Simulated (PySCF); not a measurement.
H₅PSi, charge +1, doublet, at a GFN2-xTB geometry (a state made from the parent by changing its charge; the spin is typed, not shown lowest), with bond 4-1 at 1.3 times its length; B3LYP/3-21G (PySCF).

Here is a job for PySCF.
```python
from pyscf import gto, scf, dft

mol = gto.Mole()
mol.atom = '''
    Si   -1.19553190    0.13092631    0.11594985
    P     1.14738417   -0.11087790   -0.17090010
    H    -1.66185324   -0.91776619   -0.78486695
    H    -1.40381930    1.93380547   -0.43484497
    H    -1.30606733   -0.13546430    1.55078051
    H     1.79188379   -1.32956783   -0.01463819
    H     2.05847381    0.69524216    0.49666658
'''
mol.basis = '3-21g'
mol.charge = 1
mol.spin = 1
mol.verbose = 4
mol.build()

mf = dft.UKS(mol)
mf.xc = 'b3lyp'
mf.init_guess = '1e'
mf = mf.newton()
mf.kernel()
mf.analyze()
```

### Question
Write the output that PySCF gives for this input, abridged.

### Answer

```
PySCF version 2.14.0

[INPUT] verbose = 4
[INPUT] num. atoms = 7
[INPUT] num. electrons = 33
[INPUT] charge = 1
[INPUT] spin (= nelec alpha-beta = 2S) = 1
[INPUT] symmetry False subgroup None
[INPUT] Mole.unit = angstrom
[INPUT] Symbol           X                Y                Z      unit          X                Y                Z       unit  Magmom
[...]
nuclear repulsion = 86.1523397131116
number of shells = 24
number of NR pGTOs = 69
number of NR cGTOs = 36
basis = 3-21g
ecp = {}

******** <class 'pyscf.soscf.newton_ah.SecondOrderUKS'> ********
method = SecondOrderUKS
initial guess = 1e
damping factor = 0
level_shift factor = 0
DIIS = <class 'pyscf.scf.diis.CDIIS'>
diis_start_cycle = 1
diis_space = 8
diis_damp = 0
SCF conv_tol = 1e-09
SCF conv_tol_grad = None
SCF max_cycles = 50
direct_scf = True
direct_scf_tol = 1e-13
number electrons alpha = 17  beta = 16
XC library pyscf.dft.libxc version 7.1.2
    S. Lehtola, C. Steigemann, M. J. T. Oliveira, and M. A. L. Marques,  SoftwareX 7, 1–5 (2018)
XC functionals = b3lyp
    P. J. Stephens, F. J. Devlin, C. F. Chabalowski, and M. J. Frisch,  J. Phys. Chem. 98, 11623 (1994)
radial grids:
    Treutler-Ahlrichs [JCP 102, 346 (1995); DOI:10.1063/1.469408] (M4) radial grids

becke partition: Becke, JCP 88, 2547 (1988); DOI:10.1063/1.454033
pruning grids: <function nwchem_prune>
grids dens level: 3
symmetrized grids: False
atomic radii adjust function: <function treutler_atomic_radii_adjust>
small_rho_cutoff = 0
******** <class 'pyscf.dft.uks.UKS'> Newton solver flags ********
SCF tol = 1e-09
conv_tol_grad = None
max. SCF cycles = 50
direct_scf = True
direct_scf_tol = 1e-13
max_cycle_inner = 12
max_stepsize = 0.05
ah_start_tol = 1e+09
ah_level_shift = 0
ah_conv_tol = 1e-12
ah_lindep = 1e-14
ah_start_cycle = 1
ah_max_cycle = 40
ah_grad_trust_region = 2.5
kf_interval = 4
kf_trust_region = 5
canonicalization = True
Set conv_tol_grad to 3.16228e-05
Initial guess from hcore.

tot grids = 87400
Initial guess E= -625.351519163619  |g|= 1.85398
macro= 0  E= -627.82059111324  delta_E= -2.46907  |g|= 1.47497  3 KF 15 JK
macro= 1  E= -629.714102851511  delta_E= -1.89351  |g|= 0.651294  3 KF 15 JK
macro= 2  E= -630.202816778332  delta_E= -0.488714  |g|= 0.0702624  4 KF 21 JK
macro= 3  E= -630.207607300504  delta_E= -0.00479052  |g|= 0.000101151  4 KF 17 JK
macro= 4  E= -630.20760730051  delta_E= -5.34328e-12  |g|= 1.25549e-05  1 KF 2 JK
Canonicalize SCF orbitals
[...]
converged SCF energy = -630.20760730051  <S^2> = 0.75224019  2S+1 = 2.0022389
Total Energy =                        -630.207607300509835
[...]

 ** Mulliken spin pop alpha/beta on meta-lowdin orthogonal AOs **
 ** Mulliken Spin Density (per AO)  **
spin_pop of  0 Si 1s        0.00000
spin_pop of  0 Si 2s        0.00000
spin_pop of  0 Si 3s       -0.00285
spin_pop of  0 Si 4s        0.00015
spin_pop of  0 Si 2px      -0.00000
spin_pop of  0 Si 2py       0.00000
spin_pop of  0 Si 2pz       0.00000
spin_pop of  0 Si 3px       0.00227
spin_pop of  0 Si 3py      -0.00140
spin_pop of  0 Si 3pz      -0.00702
spin_pop of  0 Si 4px       0.00025
spin_pop of  0 Si 4py       0.00006
spin_pop of  0 Si 4pz       0.00069
spin_pop of  1 P 1s        0.00001
spin_pop of  1 P 2s        0.00124
spin_pop of  1 P 3s        0.05956
spin_pop of  1 P 4s       -0.00040
spin_pop of  1 P 2px       0.00001
spin_pop of  1 P 2py       0.00001
spin_pop of  1 P 2pz       0.00014
spin_pop of  1 P 3px       0.06489
spin_pop of  1 P 3py       0.06172
spin_pop of  1 P 3pz       0.81287
spin_pop of  1 P 4px      -0.00002
spin_pop of  1 P 4py       0.00012
spin_pop of  1 P 4pz       0.00036
spin_pop of  2 H 1s       -0.00080
spin_pop of  2 H 2s        0.00000
spin_pop of  3 H 1s        0.00288
spin_pop of  3 H 2s       -0.00001
spin_pop of  4 H 1s        0.04085
spin_pop of  4 H 2s        0.00005
spin_pop of  5 H 1s       -0.01773
spin_pop of  5 H 2s        0.00048
spin_pop of  6 H 1s       -0.01888
spin_pop of  6 H 2s        0.00048
 ** Mulliken Spin Density (per atom)  **
spin density of  0 Si =     -0.00785
spin density of  1 P =      1.00052
spin density of  2 H =     -0.00080
spin density of  3 H =      0.00288
spin density of  4 H =      0.04090
spin density of  5 H =     -0.01726
spin density of  6 H =     -0.01840
 ** Mulliken pop alpha/beta on meta-lowdin orthogonal AOs **
 ** Mulliken pop       alpha | beta **
[...]
In total            17.00000 | 16.00000
 ** Mulliken atomic charges   ( Nelec_alpha | Nelec_beta ) **
charge of  0Si =      0.37550  (     6.80832      6.81617 )
charge of  1P =      0.30708  (     7.84672      6.84620 )
charge of  2H =      0.00978  (     0.49471      0.49551 )
charge of  3H =      0.06893  (     0.46697      0.46410 )
charge of  4H =      0.01282  (     0.51404      0.47314 )
charge of  5H =      0.11208  (     0.43533      0.45259 )
charge of  6H =      0.11381  (     0.43390      0.45229 )

WARN: System has nonzero charge 1; the dipole moment is origin-dependent.
Location of origin: [0. 0. 0.]

Dipole moment(X, Y, Z, Debye):  0.97197, -0.25742,  0.42466
```
